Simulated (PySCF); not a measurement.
**How a change of structure moves an absorption spectrum**

The calculation used PySCF 2.14.0, density-fitted response routines, TDDFT CAM-B3LYP/def2-SVPD, vertical, gas phase, core orbitals frozen in the response. Geometries: GFN2-xTB; one conformer of each isolated species. Triplets are in the Tamm–Dancoff approximation.

Parent: `S1C[SiH](CC)C1`, with lowest singlet excitation energy 4.65 eV, lowest triplet energy 4.26 eV, LUMO energy 0.68 eV, HOMO energy -7.53 eV, mean static polarisability 91.4 au. Its spectrum: 266 nm (f 0.000); 216 nm (f 0.024); 202 nm (f 0.004); 199 nm (f 0.008); 190 nm (f 0.035).

Problem. Give the shifts from the parent for: H on Si replaced by F (`CC[Si]1(F)CSC1`); H on Si replaced by PH2 (`CC[Si]1(P)CSC1`); H on Si replaced by OH (`CC[Si]1(O)CSC1`).

Solution. 

```json
{"change": "H on Si replaced by F", "SMILES": "CC[Si]1(F)CSC1", "Δ S1 (eV)": "+0.20", "Δ T1 (eV)": "+0.16", "Δ LUMO (eV)": "+0.11", "Δ HOMO (eV)": "-0.23", "Δ α (au)": "-2.2"}
{"change": "H on Si replaced by PH2", "SMILES": "CC[Si]1(P)CSC1", "Δ S1 (eV)": "+0.07", "Δ T1 (eV)": "+0.08", "Δ LUMO (eV)": "0.00", "Δ HOMO (eV)": "-0.07", "Δ α (au)": "+26.1"}
{"change": "H on Si replaced by OH", "SMILES": "CC[Si]1(O)CSC1", "Δ S1 (eV)": "+0.26", "Δ T1 (eV)": "+0.23", "Δ LUMO (eV)": "+0.06", "Δ HOMO (eV)": "-0.07", "Δ α (au)": "+2.0"}
```

All changes raise S1, and it rises most with H on Si replaced by OH (+0.26 eV). S1 is simply the lowest singlet of each species and needn't be the same kind of state throughout.

Lowest levels of each derivative:
- `CC[Si]1(F)CSC1`: 4.85 eV (f 0.000); 5.81 eV (f 0.020); 6.20 eV (f 0.006)
- `CC[Si]1(P)CSC1`: 4.73 eV (f 0.000); 5.77 eV (f 0.018); 5.99 eV (f 0.019)
- `CC[Si]1(O)CSC1`: 4.91 eV (f 0.000); 5.76 eV (f 0.019); 5.87 eV (f 0.008)
